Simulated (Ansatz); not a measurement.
`C[SiH](C)[SiH2]F` + HBr → `C[SiH](C)Br` + `F[SiH3]` at 600 K and 1 bar (cleavage of the Si–Si bond).

Calculated with Ansatz (gas phase, PBE0-D4/def2-TZVP geometries, no zero-point term in ΔE). CBS: MP2 limit from def2 TZ/QZ plus the TZ coupled-cluster correction, frozen cores. This one scheme is used for every species. For Br outer-core shells are correlated without core-valence functions, which leaves a few kJ/mol of doubt a bond. Scalar relativity is left out up to krypton. Each species was taken in one conformer, which may not be the lowest.

```
           species  CCSD(T)/CBS energy (Eh)  H − E (kJ/mol)  S (J/(mol·K))
`C[SiH](C)[SiH2]F`               -759.55313           348.4          508.9
               HBr              -2573.91920            33.5          219.1
     `C[SiH](C)Br`              -2942.79434           280.2          437.9
         `F[SiH3]`               -390.72345           101.0          280.0
```

H − E and S are ideal-gas, rigid-rotor, harmonic terms from PBE0-D4/def2-TZVP, for one conformer and one mirror image of each species. 1 Eh = 2625.50 kJ/mol, R = 8.31446 J/(mol·K).

Q: By hand: ΔE, ΔH, ΔS and ΔG.

A: ΔE = (-2942.79434) + (-390.72345) − (-759.55313) − (-2573.91920) = -0.04546 Eh = -119.4 kJ/mol. Δ(H − E) = 280.2 + 101.0 − 348.4 − 33.5 = -0.7, so ΔH = -120.1 kJ/mol. ΔS = 437.9 + 280.0 − 508.9 − 219.1 = -10.1 J/(mol·K). ΔG = -120.1 − 600 × (-10.1)/1000 = -114.0 kJ/mol.

Q: By hand: the equilibrium constant, and the temperature at which ΔG would vanish if ΔH and ΔS stayed fixed.

A: log₁₀ K = −ΔG/(RT ln 10) = 9.9. ΔG = 0 at ΔH/ΔS = 11891 K, far beyond where these terms or the molecules hold.

The number of gas molecules stays the same, so ΔS is small and ΔH decides. A doubt of 5 kJ/mol in ΔE shifts log₁₀ K by 0.4 here. Other conformers and mirror images would add mixing entropy, several J/(mol·K) or more a flexible species. Modes under 60 cm⁻¹, often nearly free rotors, make the harmonic entropy too high. These are equilibria of isolated gas molecules and say nothing of rates. Largest T1 diagnostic: 0.011 (customary marks: 0.02 for closed shells, 0.045 for open ones).
